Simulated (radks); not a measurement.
Values are calculated unless marked as measured or tabulated.
Task: Nd2+, configuration [Xe] 4f2 5d1 6p1 (not the ground configuration). Level of theory: scalar-relativistic Kohn-Sham, PBE, spin-polarised, spherical densities, finite nucleus; open shells are filled with parallel spins first (spin-orbit coupling, left out, can overturn this in heavy ions); Fermi nuclear charge, rms radius 4.9123 fm (a radial shooting solver on a logarithmic mesh with Libxc functionals). Some entries of the table are withheld. Estimate them.

orbital  occ.  eigenvalue (eV)  <r^2> (bohr^2)  <r> (bohr)
1s up       1        -43428.24       0.0007600     0.02363
1s down     1        -43428.23       0.0007600     0.02363
2s up       1        -7051.235         0.01204      0.1010
2s down     1        -7051.177         0.01204      0.1010
2p up       3        -6306.905        0.009626     0.08881
2p down     3        -6306.857        0.009626     0.08881
3s up       1        -1557.003         0.08108      0.2664
3s down     1        -1556.309         0.08103      0.2663
3p up       3        -1322.239         0.08113      0.2646
3p down     3        -1321.545         0.08106      0.2645
3d up       5        -996.2794         0.06887      0.2419
3d down     5        -995.7221         0.06880      0.2417
4s up       1        -336.1178          0.4127      0.6049
4s down     1        -334.2861          0.4126      0.6049
4p up       3        -258.8284          0.4644      0.6393
4p down     3        -256.9997          0.4643      0.6393
4d up       5        -148.7999          0.5639      0.6979
4d down     5        -146.9703          0.5641      0.6980
5s up       1         -64.7146           2.231       1.411
5s down     1         -63.2500           2.239       1.413
5p up       3         -44.6443           2.921       1.610
5p down     3         -43.2624           2.932       1.613
4f up       2              (1)           1.048      0.9121
4f down     0              (2)           1.060      0.9165
5d up       1         -19.7628           5.775       2.240
5d down     0         -18.4660           5.750       2.237
6p up       1         -12.6985           17.83       4.002

Result: 
(1) 4f up eigenvalue (eV): -31.0982
(2) 4f down eigenvalue (eV): -29.3164
